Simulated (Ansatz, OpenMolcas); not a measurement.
**Heat of formation of B2O2 (diboron dioxide) from total energies**

B2O2 has 4 atoms, charge 0, and is taken as a singlet. As SMILES, `O=BB=O`. The coordinates come from a PBE0-D4/def2-TZVP relaxation.

Total energies at TPSS/aug-cc-pVDZ (OpenMolcas 26.06); the atoms run unrestricted:

```
species    state  energy (Eh)
   B2O2  singlet  -200.291100
      O  triplet   -75.086666
      B  doublet   -24.665847
```

Harmonic wavenumbers at PBE0-D4/def2-TZVP, in cm⁻¹: 214, 214, 498, 498, 613, 1985, 2158.

Measured heats of formation of the gaseous atoms at 298.15 K, in kJ/mol: O 249.2, B 570.3. Spin-orbit lowering of the atoms at 298 K (mean of the ground term's levels less their thermal mean, from spectra), in kJ/mol: O 0.40, B 0.00. Take 1 Eh = 2625.50 kJ/mol, 1 cm⁻¹ = 0.0119627 kJ/mol, RT = 2.479 kJ/mol.

Q: What heat of formation follows?

A: 
1. Electronic atomisation energy: 2 × (-75.086666) + 2 × (-24.665847) − (-200.291100) = 0.786074 Eh = 2063.8 kJ/mol.
2. Zero-point energy: half the sum of the wavenumbers, 3090 cm⁻¹ = 37.0 kJ/mol.
3. Thermal vibrational enthalpy, Σ hcν̃/(exp(hcν̃/kT) − 1): 4.4 kJ/mol. Translation, rotation and pV of a linear molecule: 3.5 RT = 8.7 kJ/mol.
4. The 4 free atoms carry 5/2 RT each: 24.8 kJ/mol.
5. Spin-orbit coupling lowers the free atoms by 2 × 0.40 + 2 × 0.00 = 0.8 kJ/mol.
6. Atomisation enthalpy at 298 K: 2063.8 − 0.8 − 37.0 − 4.4 − 8.7 + 24.8 = 2037.7 kJ/mol.
7. Sum of the atoms' heats of formation: 1639.0 kJ/mol. Heat of formation: 1639.0 − 2037.7 = -398.7 kJ/mol.

No measured value is set beside it here. Anharmonicity and any spin-orbit splitting of the molecule are left out.
